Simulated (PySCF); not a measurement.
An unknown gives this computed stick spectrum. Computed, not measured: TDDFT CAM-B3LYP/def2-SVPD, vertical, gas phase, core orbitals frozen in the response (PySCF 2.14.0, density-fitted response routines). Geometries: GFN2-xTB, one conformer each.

| state | ν̃ (cm⁻¹) | f | main configurations (H = HOMO, L = LUMO) |
| --- | --- | --- | --- |
| S1 | 44060 | 0.0026 | H→L (94%) |
| S2 | 52100 | 0.032 | H-1→L (86%) |
| S3 | 54970 | 0.030 | H→L+1 (46%), H→L+2 (42%) |
| S4 | 55970 | 0.0090 | H→L+2 (47%), H→L+1 (33%), H→L+5 (10%) |
| S5 | 58630 | 0.0095 | H-3→L (62%), H-4→L (18%) |
| S6 | 59160 | 0.024 | H→L+3 (65%), H→L+7 (8%) |
| S7 | 60510 | 0.0078 | H→L+5 (53%), H→L+4 (9%) |
| S8 | 62540 | 0.056 | H→L+4 (62%), H→L+5 (11%) |

Triplets computed (Tamm–Dancoff): 5.10, 5.80, 6.21 eV.

**Question.** Which candidate is it? All have the formula CH10FNSi3.
A. `C[Si@H](F)N([SiH3])[SiH3]`
B. `C[SiH2]N[SiH2][SiH2]F`
C. `F[Si@@H](C[SiH3])N[SiH3]`
D. `C[SiH2][Si@H](F)N[SiH3]`
E. `CN[SiH2][Si@H](F)[SiH3]`

**Answer.** B. Its S1 lies at 5.46 eV; the nearest of the others has S1 at 5.75 eV. S1 is HOMO→LUMO (94%). Löwdin shares by element: HOMO nitrogen 50%, silicon 21% or more, hydrogen 8% or more (atoms not listed hold the other 21%); LUMO silicon 52% or more, hydrogen 15% or more (atoms not listed hold the other 33%). At the same level the other candidates give, for their lowest levels:
- `C[Si@H](F)N([SiH3])[SiH3]`: 6.45 eV (f 0.001); 7.05 eV (f 0.012); 7.32 eV (f 0.019); 7.39 eV (f 0.041); 7.76 eV (f 0.017); T1 6.15 eV; HOMO -8.85, LUMO 0.88 eV
- `CN[SiH2][Si@H](F)[SiH3]`: 5.05 eV (f 0.003); 5.73 eV (f 0.026); 5.94 eV (f 0.059); 6.36 eV (f 0.015); 6.60 eV (f 0.038); T1 4.75 eV; HOMO -8.36, LUMO -0.29 eV
- `C[SiH2][Si@H](F)N[SiH3]`: 5.75 eV (f 0.008); 6.18 eV (f 0.007); 7.04 eV (f 0.016); 7.29 eV (f 0.031); 7.57 eV (f 0.015); T1 5.26 eV; HOMO -8.76, LUMO 0.33 eV
- `F[Si@@H](C[SiH3])N[SiH3]`: 6.59 eV (f 0.006); 7.31 eV (f 0.005); 7.75 eV (f 0.022); 7.90 eV (f 0.042); 8.03 eV (f 0.066); T1 6.27 eV; HOMO -9.12, LUMO 0.86 eV

Conformer computed: `[CH3:1][SiH2:2][NH:3][SiH2:4][SiH2:5][F:6]`: C1–Si2–N3–Si4 -178°, Si2–N3–Si4–Si5 -161°, N3–Si4–Si5–F6 -179°.
